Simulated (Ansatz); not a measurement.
2 `[Cl][InH2]` → `[Cl+]1[InH2-][Cl+][InH2-]1` at 500 K and 1 bar (dimerisation).

Isolated molecules relaxed with PBE0-D4/def2-TZVP in Ansatz; ΔE leaves out vibrations. CCSD(T)/CBS is the MP2 limit (def2-TZVPP, def2-QZVPP) plus CCSD(T) − MP2 in def2-TZVPP, frozen cores. def2 core potentials past Kr. For In outer-core shells are correlated without core-valence functions, which leaves a few kJ/mol of doubt a bond.

```tsv
species	CCSD(T)/CBS energy (Eh)	H − E (kJ/mol)	S (J/(mol·K))
`[Cl][InH2]`	-650.81839	58.5	307.0
`[Cl+]1[InH2-][Cl+][InH2-]1`	-1301.69427	126.4	468.2
```

H − E and S are ideal-gas, rigid-rotor, harmonic terms from PBE0-D4/def2-TZVP. 1 Eh = 2625.50 kJ/mol, R = 8.31446 J/(mol·K).

**Question.** By hand: ΔE, ΔH, ΔS and ΔG.

**Answer.** ΔE = (-1301.69427) − 2 × (-650.81839) = -0.05749 Eh = -150.9 kJ/mol. Δ(H − E) = 126.4 − 2 × 58.5 = 9.4, so ΔH = -141.5 kJ/mol. ΔS = 468.2 − 2 × 307.0 = -145.8 J/(mol·K). ΔG = -141.5 − 500 × (-145.8)/1000 = -68.6 kJ/mol.

**Question.** By hand: the equilibrium constant, and the temperature at which ΔG would vanish if ΔH and ΔS stayed fixed.

**Answer.** log₁₀ K = −ΔG/(RT ln 10) = 7.2. ΔG = 0 at ΔH/ΔS = 971 K.

The number of gas molecules changes by -1, which sets the sign of ΔS. A doubt of 5 kJ/mol in ΔE shifts log₁₀ K by 0.5 here. Modes under 60 cm⁻¹, often nearly free rotors, make the harmonic entropy too high. These are equilibria of isolated gas molecules and say nothing of rates. Largest T1 diagnostic: 0.014 (customary marks: 0.02 for closed shells, 0.045 for open ones).
